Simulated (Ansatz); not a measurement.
Reaction (formal exchange of groups at a B–C bond): `CNBCN` + `O=COB(O)S` → `CNBB(O)S` + `NCOC=O`

Isolated molecules relaxed with PBE0-D4/def2-TZVP in Ansatz; ΔE leaves out vibrations. CBS: MP2 limit from def2 TZ/QZ plus the TZ coupled-cluster correction, frozen cores. Functionals use def2-TZVPP. One conformer a species, not always the lowest.

(1) Is it downhill or uphill in electronic energy at CCSD(T)/CBS, and by how much? (Estimate.)

(2) What do these levels give: ωB97M-V, B2PLYP, r2SCAN, HF/def2-TZVPP, MP2/def2-TZVPP, SCS-MP2/def2-TZVPP, CCSD/def2-TZVPP, CCSD(T)/def2-TZVPP, MP2/def2-QZVPP, HF/CBS(def2), MP2/CBS(def2), CCSD/CBS(def2)? (Estimate.)

Largest T1 diagnostic among the species: 0.015.

Answers

(1) The calculation gave: Uphill: ΔE = +1.59 eV.

(2) Ansatz gave: ωB97M-V 1.61, B2PLYP 1.58, r2SCAN 1.54, HF/def2-TZVPP 1.70, MP2/def2-TZVPP 1.63, SCS-MP2/def2-TZVPP 1.60, CCSD/def2-TZVPP 1.61, CCSD(T)/def2-TZVPP 1.58, MP2/def2-QZVPP 1.64, HF/CBS(def2) 1.71, MP2/CBS(def2) 1.65, CCSD/CBS(def2) 1.63 eV.

From PBE to PBE0 (25 % exact exchange), in def2-TZVPP and without D4, ΔE moves by +0.10 eV. In def2-TZVPP, CCSD(T) changes the Hartree–Fock value by −0.12 eV (the triples alone add −0.03 eV) and MP2 by −0.07 eV.
